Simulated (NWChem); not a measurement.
AlHSeCl$_{2}$; SMILES [Cl][Al]([Cl])[SeH]

```xyz
5

Al     0.0030    -0.5408     0.0000
Cl     1.8168    -1.5984     0.0000
Cl    -1.8071    -1.6101     0.0000
Se     0.0583     1.7681     0.0000
H     -1.4217     1.8491     0.0000
```
Atoms are numbered in this order, from 1.

Level: B3LYP/6-31G* (spherical d) (NWChem), optimised geometry, unscaled harmonic frequencies. This build's default masses of Se (78.918 u) and Br (79.917 u) are each other's, which moves their modes by up to 0.6 %. B3LYP is NWChem's, with the RPA form of VWN correlation.

### Question
List the harmonic frequencies with IR intensities, and the thermochemistry.

### Answer
```tsv
frequency (cm⁻¹)	IR intensity (km/mol)
107	3.9
131	7.5
180	25.2
243	5.3
302	1.9
541	151.4
572	117.6
651	57.6
2403	13.8
```

* **zero-point energy**: 7.3 kcal/mol
* **thermal correction to the enthalpy at 298.15 K (with zero-point energy)**: 11.8 kcal/mol
* **heat capacity Cv**: 18.3 cal/(mol K)
* **entropy at 298.15 K and 1 atm (symmetry number 1)**: 84.1 cal/(mol K)
* **dipole moment**: 1.36 D

Rigid rotor and harmonic oscillator.
